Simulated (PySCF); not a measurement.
The vertical singlet excitations below were computed for one of the candidates. Method used: TDDFT B3LYP/def2-SVPD, vertical, gas phase, core orbitals frozen in the response (PySCF). Geometries: GFN2-xTB, one conformer each.

```tsv
state	ν̃ (cm⁻¹)	f	main configurations (H = HOMO, L = LUMO)
S1	42780	0.030	H→L (95%)
S2	44240	0.010	H→L+1 (95%)
S3	47540	0.0037	H→L+2 (93%)
S4	50020	0.0047	H-1→L+1 (84%), H-1→L (14%)
S5	52040	0.036	H-1→L+2 (71%), H-1→L (22%)
S6	53210	0.016	H→L+3 (88%)
S7	54260	0.091	H-1→L (35%), H-1→L+2 (18%), H→L+5 (14%)
S8	54440	0.076	H→L+5 (66%), H-1→L (15%)
```

Triplets computed (Tamm–Dancoff): 4.37, 5.16, 5.26 eV.

Question: Which candidate is it? All have the formula C5H11NSi.
A. `CC1=C[C@H](C)N[SiH2]1`
B. `[SiH2](N=C)CC(C)=C`
C. `C=C/C(C)=N\C[SiH3]`
D. `C=CN1CCC[SiH2]1`

Answer: A. Its S1, at 5.30 eV, is the highest among the candidates; the nearest of the others has S1 at 4.88 eV. S1 is HOMO→LUMO (95%). Löwdin shares by element: HOMO nitrogen 52%, carbon 16% or more, silicon 11% (atoms not listed hold the other 21%); LUMO carbon 57% or more, silicon 8% (atoms not listed hold the other 34%). At the same level the other candidates give, for their lowest levels:
- `C=C/C(C)=N\C[SiH3]`: 3.90 eV (f 0.003); 5.22 eV (f 0.423); 6.11 eV (f 0.002); 6.41 eV (f 0.037); 6.48 eV (f 0.056); T1 3.25 eV; HOMO -6.64, LUMO -1.53 eV
- `C=CN1CCC[SiH2]1`: 4.88 eV (f 0.002); 5.07 eV (f 0.020); 5.88 eV (f 0.044); 5.96 eV (f 0.097); 6.01 eV (f 0.252); T1 4.15 eV; HOMO -5.65, LUMO 0.10 eV
- `C=N[SiH2]CC(=C)C`: 3.99 eV (f 0.000); 4.95 eV (f 0.070); 6.03 eV (f 0.033); 6.10 eV (f 0.006); 6.29 eV (f 0.002); T1 3.40 eV; HOMO -6.63, LUMO -1.13 eV
